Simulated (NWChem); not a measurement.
System: CH$_{4}$F$_{2}$NTa; SMILES [CH3][Ta]([F])(=[NH])[F]

Input file for NWChem:

```
start job
memory heap 200 mb stack 900 mb global 1100 mb
geometry units angstroms
  Ta     0.033981     0.022911    -0.074690
  N      0.150501    -1.180648    -1.389234
  H      0.252302    -1.800017    -2.181649
  F      1.629429     0.457511     0.821808
  F     -1.306806     1.331665    -0.240580
  C     -0.941407    -1.278008     1.547265
  H     -1.080090    -2.323220     1.279535
  H     -1.916138    -0.849476     1.786346
  H     -0.310946    -1.228484     2.436874
end
basis spherical
  * library def2-svp
end
ecp
  Ta library def2-ecp
end
dft
  xc pbe0
  iterations 150
end
driver
  maxiter 120
end
task dft optimize
```

Not confirmed as a minimum by frequencies. def2 effective core potentials on Ta; no spin-orbit coupling.

The level has its own optimisation.

Problem. What results follow from this input? (PBE0/def2-SVP with def2 effective core potentials on Ta.) Quantities: r N–Ta (Å); r F–Ta (Å); r C–Ta (Å); r H–N (Å); dipole (D).

Solution. r N–Ta (Å): 1.757
r F–Ta (Å): 1.889
r C–Ta (Å): 2.144
r H–N (Å): 1.012
dipole (D): 1.21
